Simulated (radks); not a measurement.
Results of a calculation; reference values are marked as such.
The nuclear charge of the xenon ion Xe+ is varied continuously with 53 electrons held in [Kr] 4d10 5s2 5p5. Code: a radial shooting solver on a logarithmic mesh with Libxc functionals. Model: scalar-relativistic Kohn-Sham, SCAN, spin-polarised, spherical densities, finite nucleus; open shells are filled with parallel spins first (spin-orbit coupling, left out, can overturn this in heavy ions); meta-GGA in the generalised Kohn-Sham scheme; Fermi nuclear charge, rms radius 4.7859 fm. By the Hellmann-Feynman theorem dE/dZ = E(electron-nucleus)/Z, the electronic potential at the nucleus (averaged over a nucleus of fixed radius). The scalar-relativistic energy here is not variational (the density holds large components alone), so the two differ by a part that grows with Z.

| Z | E (hartree) | E(electron-nucleus)/Z (hartree) | HOMO | e(HOMO) (eV) | <r> HOMO (bohr) |
|---|---|---|---|---|---|
| 53.5 | -7281.72356 | -329.181 | 5p | -11.632 | 2.316 |
| 53.6 | -7314.81167 | -330.034 | 5p | -12.638 | 2.288 |
| 53.7 | -7347.98729 | -330.888 | 5p | -13.663 | 2.261 |
| 53.8 | -7381.24921 | -331.741 | 5p | -14.707 | 2.236 |
| 53.9 | -7414.59596 | -332.595 | 5p | -15.769 | 2.211 |
| 54 | -7448.03069 | -333.449 | 5p | -16.850 | 2.187 |
| 54.1 | -7481.5506 | -334.303 | 5p | -17.949 | 2.164 |
| 54.2 | -7515.1574 | -335.157 | 5p | -19.066 | 2.142 |
| 54.3 | -7548.8496 | -336.011 | 5p | -20.200 | 2.120 |
| 54.4 | -7582.6289 | -336.866 | 5p | -21.352 | 2.099 |
| 54.5 | -7616.4949 | -337.721 | 5p | -22.520 | 2.079 |
| 54.6 | -7650.4467 | -338.576 | 5p | -23.706 | 2.059 |
| 54.7 | -7684.4855 | -339.431 | 5p | -24.908 | 2.040 |
| 54.8 | -7718.6104 | -340.287 | 5p | -26.126 | 2.022 |
| 54.9 | -7752.8218 | -341.143 | 5p | -27.361 | 2.004 |
| 55 | -7787.1205 | -341.999 | 5p | -28.612 | 1.986 |

The central difference of E at Z = 54 is -334.773 hartree, to compare with the third column; the second derivative is -8.52 hartree.
